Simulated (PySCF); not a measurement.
# EPR parameters of C5H6NS

Compound: C₅H₆NS (doublet state).
Cartesian coordinates in Å at the GFN2-xTB level; atoms count from 1:
```xyz
13
C5H6NS angstrom
N      2.3584    1.7121    0.5327
C      1.8750    0.6805    0.4284
C      1.1835   -0.5780    0.2655
C      0.3478   -0.5395   -0.9446
C     -1.0335   -0.0515   -0.7424
C     -1.1851    0.3398    0.7270
S     -0.0273   -0.7103    1.6684
H      1.8944   -1.4066    0.3136
H      0.6836   -0.9455   -1.8798
H     -1.2687    0.7991   -1.3935
H     -1.7453   -0.8472   -1.0036
H     -0.9018    1.3797    0.8946
H     -2.1854    0.1678    1.1159
```

The hyperfine couplings belong to this conformer and change with its torsions.

The species is `N#C[C@@H]1[CH]CCS1` [radical].

Method used: PySCF 2.14.0, UKS B3LYP, pcH-1 on C H N S, non-relativistic, mean-field spin-orbit, GIAO. Isolated species at its GFN2-xTB geometry (one conformer only). Couplings are sensitive to structure, and on GFN2-xTB geometries they can be far from those on DFT ones. No stability test was run, so a lower SCF solution isn't excluded.

```json
{
 "g1, g2, g3": "2.00105, 2.00302, 2.00356",
 "g_iso": "2.00254",
 "Form of g": "rhombic: the two nearest values differ by 22 % of g3 − g1",
 "⟨S²⟩": "0.7541 (exact 0.7500)",
 "α and β electrons": "30, 29",
 "HOMO–LUMO gap, α and β orbitals": "5.67, 4.33 eV",
 "Total energy": "-647.02596 Eh"
}
```

Hyperfine couplings atom by atom, in G; T1 to T3 are the principal values of the dipolar part (MHz turned into gauss with g_iso; 10 G = 1 mT):

```json
{"atom": "N1", "isotope": "14N", "a_iso": "0.4", "of which spin–orbit": "0.0", "T1": "-0.7", "T2": "-0.5", "T3": "1.2", "Mulliken spin population": "0.03"}
{"atom": "C2", "isotope": "13C", "a_iso": "29.3", "of which spin–orbit": "0.0", "T1": "-1.6", "T2": "-1.0", "T3": "2.6", "Mulliken spin population": "0.02"}
{"atom": "C3", "isotope": "13C", "a_iso": "-12.1", "of which spin–orbit": "0.0", "T1": "-1.0", "T2": "0.0", "T3": "1.0", "Mulliken spin population": "-0.07"}
{"atom": "C4", "isotope": "13C", "a_iso": "33.0", "of which spin–orbit": "0.0", "T1": "-29.2", "T2": "-29.1", "T3": "58.3", "Mulliken spin population": "1.01"}
{"atom": "C5", "isotope": "13C", "a_iso": "-11.1", "of which spin–orbit": "0.0", "T1": "-0.9", "T2": "0.3", "T3": "0.6", "Mulliken spin population": "-0.08"}
{"atom": "C6", "isotope": "13C", "a_iso": "0.8", "of which spin–orbit": "0.0", "T1": "-0.4", "T2": "-0.1", "T3": "0.6", "Mulliken spin population": "0.00"}
{"atom": "S7", "isotope": "33S", "a_iso": "0.2", "of which spin–orbit": "0.0", "T1": "-2.1", "T2": "-1.6", "T3": "3.7", "Mulliken spin population": "0.04"}
{"atom": "H8", "isotope": "1H", "a_iso": "12.2", "of which spin–orbit": "0.0", "T1": "-1.7", "T2": "-1.4", "T3": "3.1", "Mulliken spin population": "0.01"}
{"atom": "H9", "isotope": "1H", "a_iso": "-22.8", "of which spin–orbit": "0.0", "T1": "-13.8", "T2": "-0.2", "T3": "14.0", "Mulliken spin population": "-0.04"}
{"atom": "H10", "isotope": "1H", "a_iso": "34.1", "of which spin–orbit": "0.0", "T1": "-2.0", "T2": "-1.1", "T3": "3.1", "Mulliken spin population": "0.04"}
{"atom": "H11", "isotope": "1H", "a_iso": "43.9", "of which spin–orbit": "0.0", "T1": "-1.9", "T2": "-1.4", "T3": "3.3", "Mulliken spin population": "0.05"}
{"atom": "H12", "isotope": "1H", "a_iso": "-0.3", "of which spin–orbit": "0.0", "T1": "-0.9", "T2": "-0.7", "T3": "1.7", "Mulliken spin population": "0.00"}
{"atom": "H13", "isotope": "1H", "a_iso": "-1.0", "of which spin–orbit": "0.0", "T1": "-0.7", "T2": "-0.5", "T3": "1.2", "Mulliken spin population": "0.00"}
```

The Mulliken spin populations are largest on C4 (+1.01), C5 (-0.08) and C3 (-0.07). No atom but C4 exceeds +0.15. The angles at C4 add up to 359.6°, so it is planar; its axial dipolar tensor and the negative coupling of its proton fit spin in a p orbital normal to that plane.

Axes: g2 points within 10° of the C4–H9 bond.

Under fast tumbling the dipolar parts average out, and these isotropic splittings remain (the largest six): 1 × 1H (H11, I = 1/2, 2 lines) with 4.39 mT, 1 × 1H (H10, I = 1/2, 2 lines) with 3.41 mT, 1 × 1H (H9, I = 1/2, 2 lines) with 2.28 mT, 1 × 1H (H8, I = 1/2, 2 lines) with 1.22 mT, 1 × 1H (H13, I = 1/2, 2 lines) with 0.10 mT and 1 × 14N (N1, I = 1, 3 lines) with 0.04 mT.

The 13C coupling of C4 (92.5 MHz) shows only in satellite lines or after enrichment, since that isotope makes up about 1.07 % of natural carbon.
